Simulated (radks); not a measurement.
The cobalt ion Co+ inside a hard spherical wall (all orbitals vanish at R), configuration held at [Ar] 3d8 and not refilled when levels cross. Calculated with a radial shooting solver on a logarithmic mesh with Libxc functionals: scalar-relativistic Kohn-Sham, LDA (Slater exchange, Perdew-Wang correlation), spin-polarised, spherical densities, point nucleus; open shells are filled with parallel spins first. Eigenvalues in eV for spin up, with the zero of energy where the potential of the charges vanishes at infinity; a dash marks a level that is unbound or too diffuse for the functional's potential to be trusted. A positive occupied level is held by the wall or, in an anion where self-interaction has pushed it up, behind a barrier. The pressure on the wall is -dE/dV.

| R (bohr) | E (hartree) | kinetic (hartree) | e(2p) | e(3s) | e(3p) | e(3d) | e(4s, empty) | e(4p, empty) | pressure (GPa) |
|---|---|---|---|---|---|---|---|---|---|
| free | -1390.56282 | 1407.874 | -772.29 | -106.05 | -69.832 | -13.311 | -11.627 | -6.583 | 0 |
| 10 | -1390.56282 | 1407.874 | -772.29 | -106.05 | -69.832 | -13.310 | -11.627 | -6.571 | < 0.0001 |
| 8 | -1390.56276 | 1407.875 | -772.29 | -106.04 | -69.825 | -13.304 | -11.614 | -6.480 | 0.00387 |
| 7 | -1390.56249 | 1407.878 | -772.26 | -106.02 | -69.798 | -13.279 | -11.567 | -6.292 | 0.0274 |
| 6 | -1390.56099 | 1407.890 | -772.14 | -105.91 | -69.692 | -13.181 | -11.376 | -5.778 | 0.200 |
| 5 | -1390.55304 | 1407.945 | -771.70 | -105.51 | -69.297 | -12.811 | -10.642 | -4.341 | 1.54 |
| 3.5 | -1390.43541 | 1408.527 | -768.07 | -102.39 | -66.268 | -9.816 | -4.163 | 5.005 | 43.3 |
| 2.5 | -1389.70161 | 1411.543 | -756.00 | -93.232 | -57.299 | 0.115 | 21.555 | 36.035 | 685 |
| 2 | -1387.81008 | 1419.143 | -736.70 | -80.064 | -43.825 | 16.003 | 68.104 | 86.952 | 4120 |
